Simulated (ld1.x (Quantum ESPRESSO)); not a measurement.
What one change does to a pseudopotential (C (Z = 6), TM)

- Element: carbon (C)
- Generator: ld1.x (Quantum ESPRESSO) 7.5
- Type: norm-conserving Troullier–Martins (Kleinman–Bylander form)
- Functional: PBEsol
- Relativity: non-relativistic
- Frozen core: [He]
- Valence charge: 4
- Reference configuration: 2s2 2p2
- Partial waves: 2s (bound): rc 1.00 bohr; 2p (bound): rc 2.15 bohr
- Local potential: all-electron potential smoothed inside 1.40 bohr (lloc = -1)
- Core correction: Bessel-smoothed model core, default radius (core density twice the valence density)

Change: all radii but the core radius scaled by about 0.88 (s 0.88, p 1.88 bohr); local potential all-electron potential smoothed inside 1.22 bohr (lloc = -1).

Cutoffs: the cutoffs (Ry, on a coarse ladder) from which the occupation-weighted sum of valence levels, in a spherical-Bessel basis at the reference potential, stays within 10 and 1 mRy of its value at 400 Ry; they do not see the model core or the augmentation charge, which bear on the density cutoff. Errors are all-electron minus pseudo energies relative to the spin-unpolarised reference configuration.

Q: What does the change do?

A: The potential gets harder (35 Ry and 90 Ry → 40 Ry and 110 Ry); of the 7 tests that both files solve, the error grows in 0 and shrinks in 6 by more than 15 % and 0.3 meV (median size 32.5 → 18.0 meV); neither file shows a bound ghost. A smaller radius makes the pseudo-wave follow the all-electron one further in, where it bends more sharply, so more plane waves are needed. Less of the atom is replaced, so other configurations are described better.

```tsv
quantity	base	changed
cutoff, loose	35 Ry	40 Ry
cutoff, tight	90 Ry	110 Ry
bound ghosts	none	none
error for 2s2 2p1, meV [ΔE 10.79 eV]	+32	+20
error for 2s2 2p0, meV [ΔE 34.81 eV]	+323	+209
error for 2s1 2p0, meV [ΔE 82.76 eV]	+672	+445
error for 2s1 2p2, meV [ΔE 19.49 eV]	-35	-18
error for 2s2 2p2.3, meV [ΔE -1.14 eV]	+0.3	+0.2
error for 2s1 2p3, meV [ΔE 8.41 eV]	-4.0	+0.5
error for 2s2 2p1.5, meV [ΔE 3.93 eV]	+4.4	+2.6
```
